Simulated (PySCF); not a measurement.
Structure with atom numbers: `[F:1][CH2:2]/[C:3]([F:4])=[C:5]1/[CH:6]=[CH:7][CH2:8][O:9]1`. Hydrogens are named by the atom that carries them.

[PySCF 2.14: GIAO PBE0/pcSseg-1 shieldings; structure optimised with GFN2-xTB; single conformer; no relativistic terms; gas phase; averaged over atoms made equivalent by symmetry, fast rotation or ring inversion]

Shifts are taken against calculated references (same method and geometry level): ¹³C (σ = 186.93 ppm) and ¹H (σ = 31.72 ppm) vs TMS; ¹⁹F (σ = 170.95 ppm) against CFCl3; ¹⁷O (σ = 336.08 ppm) against H2O.

| atoms | nucleus | count | δ (ppm) |
| --- | --- | --- | --- |
| H(C8) | ¹H | 2 | 5.37 |
| C8 | ¹³C | 1 | ? |
| O9 | ¹⁷O | 1 | 107.1 |
| C5 | ¹³C | 1 | 162.6 |
| H(C6) | ¹H | 1 | ? |
| F1 | ¹⁹F | 1 | -231.5 |
| C6 | ¹³C | 1 | 130.4 |
| H(C2) | ¹H | 2 | 5.50 |
| F4 | ¹⁹F | 1 | ? |
| C2 | ¹³C | 1 | 81.1 |
| H(C7) | ¹H | 1 | ? |
| C7 | ¹³C | 1 | 139.5 |
| C3 | ¹³C | 1 | 150.2 |

**Question.** Fill in the missing shifts.

**Answer.** 
- C8: 82.7 ppm, allylic sp3 CH2 bonded to O; the inductive effect lowers its shielding
- H(C6): 6.85 ppm, hydrogen on an alkene CH; olefinic region
- H(C7): 6.40 ppm, hydrogen on an alkene CH; olefinic region
- F4: -165.7 ppm, vinylic fluorine

Shifts are as computed. Against solution values, carbons near 30 ppm lie about +3 ppm off and those near 130 ppm about +5 ppm. Of 1309 compounds with measured shifts, 239 miss one by over three times the rms of a fit or turn the order of signals round; such compounds aren't used in these exercises. Unscaled 19F shifts against computed CFCl3 carry errors that often reach 10 to 50 ppm. Experimental scales use liquid or dissolved standards, which lie at an offset from isolated H2O (liquid H2O: subtract about 36 ppm).
